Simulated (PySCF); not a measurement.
H₄O₄Ti, charge +1, multiplicity 2. Atoms are numbered in the order given.

```xyz
9

Ti     0.0945     0.0738     0.0600
O      1.1830     0.9256    -0.9663
H      1.5555     1.7199    -1.3766
O     -1.1014     1.0432     0.8417
H     -1.6025     1.4085     1.5856
O     -1.1850    -1.0445    -1.2105
H     -1.6469    -1.8832    -0.9732
O      0.8494    -1.0948     1.0843
H      1.6467    -1.5055     1.4498
```
Charge +1, spin multiplicity 2.

The structure is a stationary point at ωB97X-D3(BJ)/def2-SVP. The spin state was assumed, not searched. The isomer is the one that the SMILES or the coordinates give; other isomers of the formula were not compared. Other conformers were not sampled.

Level of theory: PySCF with TDA-PBE/def2-SVPD.

Vertical excitations. Gas-phase values at a fixed geometry.

Computed lowest excited states:
```
state    energy (eV)  λ (nm)      f                                                  main pairs
-------  -----------  ------  -----  ----------------------------------------------------------
root 1          0.20    6285  0.000                                            β HOMO→LUMO 99 %
root 2          0.68    1833  0.001                                          β HOMO−1→LUMO 86 %
root 3          1.00    1235  0.004                      β HOMO−2→LUMO 75 %, β HOMO−3→LUMO 12 %
root 4          1.12    1109  0.002  β HOMO−3→LUMO 43 %, β HOMO−4→LUMO 38 %, β HOMO−2→LUMO 11 %
root 5          1.26     984  0.002  β HOMO−4→LUMO 46 %, β HOMO−5→LUMO 25 %, β HOMO−3→LUMO 24 %
root 6          1.55     801  0.002                      β HOMO−6→LUMO 67 %, β HOMO−5→LUMO 21 %
root 7          2.41     514  0.084  β HOMO−5→LUMO 47 %, β HOMO−6→LUMO 21 %, β HOMO−3→LUMO 18 %
root 8          4.79     259  0.000                                          β HOMO−7→LUMO 93 %
root 9          4.83     257  0.000     α HOMO→LUMO 32 %, α HOMO→LUMO+1 9 %, β HOMO→LUMO+1 57 %
root 10         4.85     256  0.000    α HOMO→LUMO+1 29 %, α HOMO→LUMO 15 %, β HOMO→LUMO+2 54 %
```
Unrestricted roots are not spin-pure.
